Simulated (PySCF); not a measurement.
# Static response to an electric field

2-aminothiophenol, C6H7NS.
Structure used (GFN2-xTB), in Å, numbered top down from 1:
```
atom  x, y, z in Å
N1     1.9220   -0.9931   -0.0362
C2     0.6396   -0.4832    0.0079
C3    -0.4730   -1.3068   -0.1600
C4    -1.7516   -0.7852   -0.1563
C5    -1.9532    0.5739    0.0181
C6    -0.8620    1.4113    0.1647
C7     0.4194    0.8928    0.1454
S8     1.8049    2.0041    0.3427
H9     1.9918   -1.9914    0.0828
H10    2.6088   -0.4696    0.4887
H11   -0.3172   -2.3693   -0.2829
H12   -2.5964   -1.4459   -0.2818
H13   -2.9516    0.9817    0.0338
H14   -0.9960    2.4751    0.2892
H15    2.5099    1.5136   -0.6779
```

Level: PBE0/def2-SVPD (PySCF), static field, nuclei fixed, core orbitals frozen in the response. The polarisability tensor in these axes (au):

```
x   125.46   6.58   2.75
y     6.58 109.98   5.03
z     2.75   5.03  62.04
```

Q: Give the principal values, the mean and the anisotropy Δα = √{½[(α1 − α2)² + (α2 − α3)² + (α1 − α3)²]}.

A: Principal values 61.45, 107.87 and 128.16 au; mean 99.16 au = 14.69 Å³ = 16.35 × 10⁻⁴⁰ C²·m²/J; Δα = 59.23 au (60 % of the mean).

Q: What is the dipole moment, and where does it point?

A: (0.44, -1.83, 0.08) D, 1.89 D in size, pointing from the negative to the positive side. Measured along this direction, the outermost atoms are H14 at the negative end and H9 at the positive end.

Q: What would n − 1 = 2πNα be for an ideal gas of these molecules at 298.15 K and 1 atm, electronic part alone?

A: N = p/kT = 2.4615 × 10¹⁹ cm⁻³, so n − 1 = 2π × N × 14.69 × 10⁻²⁴ cm³ = 2273 × 10⁻⁶ at long wavelengths.

Q: Estimate the molar refractivity from the static electronic polarisability.

A: Lorentz–Lorenz: R = (4π/3)N_A α = 2.5225 cm³/(mol·Å³) × 14.69 Å³ = 37.1 cm³/mol, in the limit of long wavelengths.

Q: Find the Langevin capture rate constant for O2+ (31.990 u) meeting this molecule (125.030 u), k = 2.342 × 10⁻⁹ cm³/s × √(α in Å³ / reduced mass in u).

A: The reduced mass is 25.47 u, so k = 1.78 × 10⁻⁹ cm³/s. The formula leaves out the permanent dipole, which adds to the capture rate.

Q: How large is μ²/3kT at 400 K beside α?

A: In Gaussian units μ²/3kT = 21.54 Å³ against 14.69 Å³, a ratio of 1.47; the Debye molar polarisation (4π/3)N_A(α + μ²/3kT) is 91.4 cm³/mol, leaving out the vibrational part.

One conformer (not necessarily the lowest) at the GFN2-xTB geometry, without solvent, vibrations or thermal averaging.

These values come from a run that also computed excited states. The run took 35 s on an Intel Xeon Platinum 8488C with one thread, no GPU, shared host, and the process peaked at 0.93 GiB of memory.
